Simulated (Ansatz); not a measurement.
Species: AsH$_{5}$, net charge 0, singlet state. SMILES: [AsH5]
Coordinates optimised at B3LYP-D3(BJ)/def2-TZVP (Ansatz, a quantum-chemistry and plane-wave program):
```xyz
6

As     0.0000     0.0000     0.0000
H      0.0069    -0.0006     1.6054
H     -0.0069     0.0006    -1.6054
H      1.5317     0.0008    -0.0066
H     -0.7666     1.3261     0.0038
H     -0.7651    -1.3269     0.0028
```
Charge 0, spin multiplicity 1.

Computed values are from Ansatz. Valence correlation only, unless marked. Open shells are spin-unrestricted. No spin-orbit coupling. Frozen are the shells of the preceding noble gas and the d and f shells that filled before the atom's block. Non-relativistic. CBS(X,Y): correlation extrapolated as X^-3; Hartree-Fock from the larger set. The bracket is a focal-point correction in the basis named.

**Question.** What is the vertical ionisation energy (to the doublet) at RI-MP2/CBS(aug-cc-pVTZ,aug-cc-pVQZ)+[CCSD(T)-MP2]/aug-cc-pVTZ?

**Answer.** 8.61 eV.

**Question.** What is the atomisation energy De at CCSD(T)/CBS(def2-TZVPPD,def2-QZVPPD)?

**Answer.** 1148.0 kJ/mol.

**Question.** What is the T1 diagnostic at CCSD/def2-QZVPPD?

**Answer.** 0.011.

**Question.** What is the dipole moment at CCSD(T)/aug-cc-pVDZ?

**Answer.** 0.00 D.

**Question.** What is the total energy at CCSD(T)/CBS(def2-TZVPPD,def2-QZVPPD)?

**Answer.** -2237.2724 Eh.
